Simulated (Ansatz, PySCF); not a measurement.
Dimer: C2H6 (SMILES CC) (first 8 atoms) with C2H6O (SMILES COC); geometry from B3LYP-D3(BJ)/def2-TZVP, rigid monomers moved along the line of their centres of mass till H5···O10 is 2.33 Å.
(charge 0, multiplicity 1):
```csv
atom,x (Å),y (Å),z (Å)
C,-0.3239,0.7615,0.0300
C,0.1725,-0.6803,-0.0351
H,-1.3851,0.8256,-0.2208
H,0.2178,1.3972,-0.6736
H,-0.1888,1.1746,1.0301
H,-0.3752,-1.3199,0.6602
H,1.2313,-0.7461,0.2239
H,0.0506,-1.1033,-1.0346
C,1.1690,-0.3381,3.4413
O,0.0940,0.5569,3.2610
C,-1.1603,-0.0591,3.4485
H,1.1165,-1.1744,2.7327
H,1.1836,-0.7451,4.4611
H,2.0887,0.2182,3.2670
H,-1.3130,-0.8818,2.7379
H,-1.9242,0.6989,3.2829
H,-1.2630,-0.4561,4.4670
```

Monomers are frozen at their geometry in the pair; levels with a basis set take the counterpoise correction. Rows marked so take none.

Rows in 3-21G carry no dispersion term and start afresh at each structure.

Programs: Ansatz (Gaussian basis) for Hartree–Fock, density functionals and correlated methods; PySCF for 3-21G rows. Values without a source in brackets are computed.

Task: Estimate the interaction energy that r2SCAN/def2-TZVPPD returns for this input.

Result: -9 meV

Task: Estimate the interaction energy that HF/aug-cc-pVDZ returns for this input.

Result: 117 meV

Task: What interaction energy does HF/3-21G (no counterpoise) give?

Result: -40 meV

Ansatz is a program for electronic structure.
